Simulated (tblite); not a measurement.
Record of a relaxation.

C6H16BP.
Bonds: C1–B2, B2–C3, B2–P4, P4–C5, C5–C6, C6–C7, C6–C8. Hydrogens: H9, H10, H11 on C1; H12, H13, H14 on C3; H15 on P4; H16, H17 on C5; H18 on C6; H19, H20, H21 on C7; H22, H23, H24 on C8.

Computed with GFN2-xTB (tblite), gas phase: L-BFGS steps from a force-field or distance-geometry start until the largest atomic force falls under 0.01 eV/Å. 4 of its 247 geometries are shown.

Step 0: E = -671.5477 eV, largest atomic force 2.638 eV/Å
```
atom  x, y, z in Å  |  force x, y, z in eV/Å
C1      2.909   -1.507   -0.234   -0.266   0.409  -0.426
B2      2.289   -0.036   -0.495    0.991  -0.811   2.306
C3      3.410    1.106   -0.380   -1.230  -0.190  -0.489
P4      0.568    0.478    0.190    0.369   2.159  -0.430
C5     -0.830   -0.424   -0.603   -0.190  -0.925  -0.186
C6     -2.076   -0.054    0.179    0.169   0.155   0.162
C7     -3.279   -0.739   -0.413   -0.492  -1.255   0.316
C8     -2.265    1.448    0.043   -1.054   0.563   0.178
H9      2.194   -2.293   -0.480    0.242  -0.138   0.290
H10     3.160   -1.536    0.863   -0.286  -0.122  -1.160
H11     3.825   -1.674   -0.819   -0.285  -0.085   0.401
H12     3.648    1.160    0.696    0.194   0.092  -0.622
H13     4.271    0.837   -0.993    0.042   0.444   0.414
H14     2.971    2.069   -0.682    0.589  -0.170   0.126
H15     0.511    0.444    1.645    0.082  -0.927  -1.313
H16    -0.689   -1.530   -0.632   -0.058   0.484  -0.076
H17    -1.040   -0.044   -1.648    0.911  -0.401   0.865
H18    -1.912   -0.357    1.237   -0.368   0.243  -0.394
H19    -3.344   -0.577   -1.497   -0.108   0.108   0.438
H20    -4.171   -0.369    0.109    0.082  -0.242  -0.438
H21    -3.209   -1.844   -0.245   -0.162   0.779  -0.172
H22    -1.524    1.979    0.632   -0.077   0.108  -0.009
H23    -2.130    1.732   -1.017   -0.232  -0.039   0.603
H24    -3.300    1.752    0.385    1.137  -0.238  -0.383
```

Step 82: E = -672.9904 eV, largest atomic force 0.077 eV/Å
```
atom  x, y, z in Å  |  force x, y, z in eV/Å
C1      2.430   -1.464   -0.499   -0.010  -0.044   0.002
B2      2.304    0.071   -0.183   -0.007  -0.047  -0.020
C3      3.575    0.988   -0.251    0.024   0.054  -0.022
P4      0.674    0.951    0.399   -0.024  -0.013  -0.071
C5     -0.633   -0.165   -0.348    0.024  -0.005   0.003
C6     -2.035    0.055    0.224    0.035   0.001  -0.022
C7     -3.000   -0.961   -0.390    0.024   0.018   0.023
C8     -2.521    1.476   -0.037    0.005  -0.019   0.022
H9      1.515   -1.965   -0.809    0.046   0.004   0.007
H10     2.752   -1.940    0.432   -0.017  -0.031  -0.047
H11     3.200   -1.693   -1.236   -0.016   0.047   0.017
H12     3.746    1.516    0.686   -0.004   0.013   0.021
H13     4.499    0.484   -0.530   -0.003  -0.024   0.032
H14     3.391    1.770   -0.988    0.035   0.042  -0.020
H15     0.720    0.308    1.638   -0.031  -0.012   0.070
H16    -0.350   -1.212   -0.221   -0.025   0.013   0.032
H17    -0.637    0.054   -1.422   -0.032  -0.020   0.022
H18    -1.994   -0.100    1.310   -0.020  -0.030  -0.041
H19    -3.007   -0.860   -1.474   -0.025   0.001   0.022
H20    -4.011   -0.796   -0.021    0.020  -0.017  -0.006
H21    -2.707   -1.980   -0.143    0.004   0.037   0.001
H22    -1.871    2.189    0.467    0.001   0.000  -0.054
H23    -2.514    1.690   -1.105   -0.011   0.000   0.046
H24    -3.534    1.602    0.340    0.009   0.031  -0.016
```

Step 164: E = -673.1757 eV, largest atomic force 0.049 eV/Å
```
atom  x, y, z in Å  |  force x, y, z in eV/Å
C1      2.424   -1.050   -1.353    0.001   0.004   0.000
B2      2.291    0.144   -0.327   -0.003   0.011   0.016
C3      3.577    0.662    0.431    0.007  -0.009   0.000
P4      0.662    1.066   -0.062    0.011  -0.019   0.044
C5     -0.635   -0.269   -0.240    0.001  -0.002   0.001
C6     -2.009    0.119    0.310    0.001  -0.016   0.002
C7     -2.982   -1.045    0.121    0.011  -0.003  -0.005
C8     -2.547    1.373   -0.369    0.015  -0.003   0.019
H9      1.643   -1.069   -2.112    0.006   0.013   0.014
H10     2.350   -1.995   -0.810   -0.011   0.026  -0.017
H11     3.387   -1.068   -1.862   -0.019  -0.001   0.023
H12     3.389    1.502    1.099   -0.008  -0.010  -0.003
H13     4.022   -0.137    1.026   -0.017   0.010  -0.010
H14     4.351    0.971   -0.271   -0.013  -0.004  -0.009
H15     0.692    1.110    1.331   -0.013  -0.001  -0.029
H16    -0.287   -1.178    0.257    0.006  -0.026  -0.005
H17    -0.721   -0.480   -1.309   -0.003  -0.010  -0.021
H18    -1.909    0.321    1.384    0.006  -0.001  -0.025
H19    -3.112   -1.260   -0.939    0.014   0.005   0.014
H20    -3.956   -0.803    0.539    0.009   0.012   0.014
H21    -2.612   -1.944    0.609    0.001   0.001   0.008
H22    -1.865    2.205   -0.209    0.016   0.018  -0.010
H23    -2.644    1.210   -1.441   -0.016  -0.001   0.001
H24    -3.521    1.637    0.036    0.000   0.005  -0.022
```

Step 246: E = -673.1927 eV, largest atomic force 0.009 eV/Å
```
atom  x, y, z in Å  |  force x, y, z in eV/Å
C1      2.384   -0.874   -1.489    0.006  -0.001   0.000
B2      2.292    0.165   -0.305   -0.001  -0.003   0.002
C3      3.590    0.586    0.486    0.004   0.003   0.003
P4      0.668    1.047    0.070   -0.007   0.002  -0.002
C5     -0.618   -0.286   -0.175    0.004   0.004   0.002
C6     -2.003    0.132    0.319    0.000   0.000   0.000
C7     -2.958   -1.060    0.266   -0.003  -0.002  -0.001
C8     -2.547    1.290   -0.509   -0.001   0.003  -0.001
H9      1.962   -0.458   -2.404   -0.005   0.005  -0.001
H10     1.797   -1.768   -1.275    0.003   0.004   0.003
H11     3.399   -1.198   -1.711   -0.001  -0.003   0.000
H12     3.431    1.386    1.207   -0.003   0.000   0.001
H13     3.990   -0.270    1.032    0.003   0.001  -0.003
H14     4.384    0.902   -0.191    0.001  -0.007  -0.003
H15     0.717    0.996    1.460    0.000  -0.002  -0.002
H16    -0.296   -1.194    0.343   -0.004  -0.001   0.000
H17    -0.658   -0.504   -1.246   -0.002   0.000  -0.002
H18    -1.913    0.462    1.361   -0.003  -0.004   0.000
H19    -3.055   -1.421   -0.756    0.004   0.002   0.002
H20    -3.944   -0.772    0.622   -0.005   0.000   0.004
H21    -2.595   -1.877    0.886    0.001   0.007  -0.001
H22    -1.842    2.119   -0.498    0.003  -0.001   0.000
H23    -2.698    0.980   -1.542    0.002   0.002   0.001
H24    -3.498    1.637   -0.110    0.002  -0.009  -0.001
```

**Question.** Summarise the path.

**Answer.** The energy falls by 1.6450 eV from step 0 to step 246; nine tenths of that is first reached at step 98. It falls at every step. The largest force goes from 2.638 to 0.009 eV/Å. Among the bonds P4–H15 changes most, from 1.457 to 1.392 Å; the atoms move by 1.260 Å rms after alignment.

**Question.** Follow the three bonds and two angles with the largest change from start to end.

**Answer.** 
| step | E above end (eV) | largest force (eV/Å) | P4–H15 (Å) | C8–H24 (Å) | C5–H17 (Å) | C5–P4–H15 (°) | B2–P4–H15 (°) |
| --- | --- | --- | --- | --- | --- | --- | --- |
| 0 | 1.6450 | 2.638 | 1.457 | 1.132 | 1.132 | 112.9 | 112.6 |
| 11 | 0.4484 | 0.302 | 1.399 | 1.085 | 1.096 | 93.8 | 93.1 |
| 21 | 0.3722 | 0.198 | 1.407 | 1.089 | 1.096 | 93.9 | 90.7 |
| 32 | 0.2715 | 0.218 | 1.408 | 1.088 | 1.095 | 94.6 | 93.6 |
| 43 | 0.2321 | 0.088 | 1.395 | 1.087 | 1.094 | 95.2 | 92.1 |
| 53 | 0.2237 | 0.100 | 1.395 | 1.088 | 1.096 | 95.8 | 92.1 |
| 64 | 0.2175 | 0.067 | 1.397 | 1.088 | 1.097 | 95.0 | 94.0 |
| 75 | 0.2096 | 0.054 | 1.402 | 1.088 | 1.096 | 95.8 | 93.1 |
| 86 | 0.1950 | 0.100 | 1.405 | 1.087 | 1.095 | 96.1 | 91.5 |
| 96 | 0.1720 | 0.141 | 1.402 | 1.087 | 1.096 | 96.1 | 90.6 |
| 107 | 0.1227 | 0.125 | 1.398 | 1.086 | 1.095 | 97.0 | 94.2 |
| 118 | 0.0930 | 0.141 | 1.395 | 1.089 | 1.092 | 97.8 | 96.4 |
| 128 | 0.0493 | 0.096 | 1.390 | 1.088 | 1.093 | 99.1 | 99.0 |
| 139 | 0.0309 | 0.054 | 1.391 | 1.087 | 1.094 | 97.4 | 98.4 |
| 150 | 0.0224 | 0.049 | 1.392 | 1.087 | 1.094 | 97.4 | 98.9 |
| 160 | 0.0184 | 0.034 | 1.392 | 1.088 | 1.094 | 98.0 | 98.4 |
| 171 | 0.0121 | 0.071 | 1.392 | 1.088 | 1.094 | 97.5 | 98.2 |
| 182 | 0.0076 | 0.032 | 1.392 | 1.088 | 1.093 | 97.2 | 98.6 |
| 193 | 0.0061 | 0.038 | 1.393 | 1.088 | 1.093 | 97.1 | 98.3 |
| 203 | 0.0033 | 0.029 | 1.392 | 1.088 | 1.094 | 97.4 | 98.3 |
| 214 | 0.0021 | 0.019 | 1.392 | 1.088 | 1.093 | 97.2 | 98.6 |
| 225 | 0.0013 | 0.026 | 1.392 | 1.088 | 1.094 | 97.2 | 98.6 |
| 235 | 0.0007 | 0.012 | 1.392 | 1.087 | 1.093 | 97.2 | 98.5 |
| 246 | 0.0000 | 0.009 | 1.392 | 1.088 | 1.094 | 97.4 | 98.7 |
